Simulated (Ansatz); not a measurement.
# Redistribution: InH2(CH3) + InHCl2 → InH2Cl + InH(CH3)Cl

Gas-phase species: InH2(CH3), singlet; InHCl2 `[Cl][InH][Cl]`, singlet; InH2Cl `[Cl][InH2]`, singlet; InH(CH3)Cl, singlet. The partners trade CH3 for Cl; both sit on In, so the bond types are kept.

Shapes, held fixed at every level: PBE0-D4/def2-TZVP. Programs: Ansatz 0.2.0. Electronic energies: no zero-point or thermal term.

```tsv
level	kind	ΔE (kJ/mol)	less CCSD(T)/def2-TZVPP
SPW92/def2-TZVPP	LDA	-27.0	-2.4
PBE-D4/def2-TZVPP	GGA	-26.5	-1.9
wB97M-V/def2-TZVPP	range-separated hybrid	-24.7	-0.1
B2PLYP/def2-TZVPP	double hybrid	-26.3	-1.7
MP2/def2-TZVPP	perturbation theory	-25.7	-1.1
CCSD/def2-TZVPP	coupled cluster or CI	-24.9	-0.3
CCSD(T)/def2-TZVPP	coupled cluster or CI	-24.6	0.0
```

The highest level, CCSD(T)/def2-TZVPP, gives ΔE = -24.6 kJ/mol; the levels span -27.0 to -24.6. The column of differences is taken from that level and isn't an error. No measured value is set beside it here. For atoms past krypton def2 sets carry core potentials with scalar relativity. Outer-core shells of In are correlated, in sets that cover them unevenly.
